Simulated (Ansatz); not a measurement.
Task: Name a neutral molecule of Al, B, F, O, S and H with HOMO–LUMO gap (PBE0/def2-TZVPP) between 7.05 and 7.35 eV and HOMO energy (B3LYP/def2-TZVPP) between -8.25 and -7.95 eV (Ansatz, PBE0-D4/def2-TZVP geometry).

Result: `[OH][AlH][S]BF` (7.10 eV, -8.17 eV). Other molecules can fit too; these were computed, each in one conformer that needn't be the lowest.

B3LYP here is the variant with VWN-RPA as its local correlation; programs differ in this.
